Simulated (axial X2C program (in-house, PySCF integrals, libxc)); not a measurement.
Curves of InF⁺ by EOM-IP-CCSD

Calculated with an in-house all-electron X2C program for linear molecules (integrals from PySCF): two-component X2C with atomic mean-field Coulomb and Gaunt terms, Gaussian nuclei, basis In dyall-cv3z, F dyall-av3z with contracted cores.

Energies in eV from the lowest point of the lowest state; states are followed by energy order within each Ω. Reference: InF, 20 electrons correlated in 94 virtual spinors with an MP2 remainder; levels at this size can be off by some tenths of an eV. Masses 114.904 and 18.998 u.

```json
{"R (Å)": "1.836", "(1)Ω=1/2": "0.0340", "(1)Ω=3/2": "3.5481", "(2)Ω=1/2": "3.5795", "(3)Ω=1/2": "4.9742"}
{"R (Å)": "1.916", "(1)Ω=1/2": "0.0000", "(1)Ω=3/2": "2.8820", "(2)Ω=1/2": "2.9199", "(3)Ω=1/2": "4.4221"}
{"R (Å)": "1.996", "(1)Ω=1/2": "0.0939", "(1)Ω=3/2": "2.3937", "(2)Ω=1/2": "2.4301", "(3)Ω=1/2": "4.0355"}
{"R (Å)": "2.086", "(1)Ω=1/2": "0.2798", "(1)Ω=3/2": "1.9952", "(2)Ω=1/2": "2.0305", "(3)Ω=1/2": "3.7536"}
{"R (Å)": "2.176", "(1)Ω=1/2": "0.4936", "(1)Ω=3/2": "1.7123", "(2)Ω=1/2": "1.7470", "(3)Ω=1/2": "3.6143"}
{"R (Å)": "2.295", "(1)Ω=1/2": "0.7494", "(1)Ω=3/2": "1.4583", "(2)Ω=1/2": "1.4928", "(3)Ω=1/2": "3.6224"}
```

No minimum in range: (1)Ω=3/2, (2)Ω=1/2; the order of states may turn beyond it. T1 of the reference reaches 0.017 (Lee–Taylor). Curves followed by order can swap character. Number of frozen shells: In 4 s, 3 p, 1 d; F 1 s. Roots with under 60 % one-particle weight at any point are counted in the labels but not shown, and the list ends where the roots sought for some Ω run out; states that need a further excitation are missing and may lie low or lowest. Curves with a minimum but no constants failed the fit check.
